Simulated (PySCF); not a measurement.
SMILES N[SiH2]O[SiH2]O[SiH2]F, singlet, GFN2-xTB optimised geometry.

```
15

Si     1.21    -0.15     0.62
F      2.26     0.34    -0.50
O     -0.22     0.18     0.00
Si    -1.85     0.18     0.00
O     -2.39    -0.49     1.36
Si    -2.24    -1.22     2.81
N     -0.67    -1.30     3.49
H      1.47     0.67     1.79
H      1.41    -1.58     0.75
H     -2.26    -0.65    -1.12
H     -2.25     1.58     0.00
H     -3.05    -0.40     3.71
H     -2.67    -2.60     2.59
H      0.01    -1.94     3.11
H     -0.21    -0.47     3.81
```

Density from CAM-B3LYP/def2-TZVP in PySCF at that geometry.

Minimum of the electron density along straight lines between bonded atoms, close to the bond critical point (lines longer than 1.1 times the sum of covalent radii, or with two minima, are not listed):

```json
[
 {"bond": "Si1–F2", "length / Å": "1.603", "ρ at the minimum / e bohr⁻³": "0.138", "∇²ρ there / e bohr⁻⁵": "0.97", "position (fraction from the first atom)": "0.42"},
 {"bond": "Si1–O3", "length / Å": "1.600", "ρ at the minimum / e bohr⁻³": "0.148", "∇²ρ there / e bohr⁻⁵": "1.01", "position (fraction from the first atom)": "0.42"},
 {"bond": "O3–Si4", "length / Å": "1.628", "ρ at the minimum / e bohr⁻³": "0.138", "∇²ρ there / e bohr⁻⁵": "0.89", "position (fraction from the first atom)": "0.59"},
 {"bond": "Si4–O5", "length / Å": "1.607", "ρ at the minimum / e bohr⁻³": "0.145", "∇²ρ there / e bohr⁻⁵": "0.96", "position (fraction from the first atom)": "0.42"},
 {"bond": "O5–Si6", "length / Å": "1.635", "ρ at the minimum / e bohr⁻³": "0.135", "∇²ρ there / e bohr⁻⁵": "0.87", "position (fraction from the first atom)": "0.59"},
 {"bond": "Si6–N7", "length / Å": "1.717", "ρ at the minimum / e bohr⁻³": "0.135", "∇²ρ there / e bohr⁻⁵": "…", "position (fraction from the first atom)": "0.40"},
 {"bond": "Si1–H8", "length / Å": "1.453", "ρ at the minimum / e bohr⁻³": "0.133", "∇²ρ there / e bohr⁻⁵": "0.16", "position (fraction from the first atom)": "0.49"},
 {"bond": "Si1–H9", "length / Å": "1.453", "ρ at the minimum / e bohr⁻³": "0.132", "∇²ρ there / e bohr⁻⁵": "0.16", "position (fraction from the first atom)": "0.49"},
 {"bond": "Si4–H10", "length / Å": "1.454", "ρ at the minimum / e bohr⁻³": "0.132", "∇²ρ there / e bohr⁻⁵": "0.16", "position (fraction from the first atom)": "0.49"},
 {"bond": "Si4–H11", "length / Å": "1.455", "ρ at the minimum / e bohr⁻³": "0.132", "∇²ρ there / e bohr⁻⁵": "0.15", "position (fraction from the first atom)": "0.49"},
 {"bond": "Si6–H12", "length / Å": "1.457", "ρ at the minimum / e bohr⁻³": "0.131", "∇²ρ there / e bohr⁻⁵": "0.16", "position (fraction from the first atom)": "0.49"},
 {"bond": "Si6–H13", "length / Å": "1.458", "ρ at the minimum / e bohr⁻³": "0.130", "∇²ρ there / e bohr⁻⁵": "0.16", "position (fraction from the first atom)": "0.49"},
 {"bond": "N7–H14", "length / Å": "1.006", "ρ at the minimum / e bohr⁻³": "0.338", "∇²ρ there / e bohr⁻⁵": "-1.67", "position (fraction from the first atom)": "0.74"},
 {"bond": "N7–H15", "length / Å": "1.006", "ρ at the minimum / e bohr⁻³": "0.338", "∇²ρ there / e bohr⁻⁵": "-1.67", "position (fraction from the first atom)": "0.74"}
]
```

Q: Complete the blanks.

A: 
- Si6–N7, ∇²ρ there / e bohr⁻⁵: 0.57
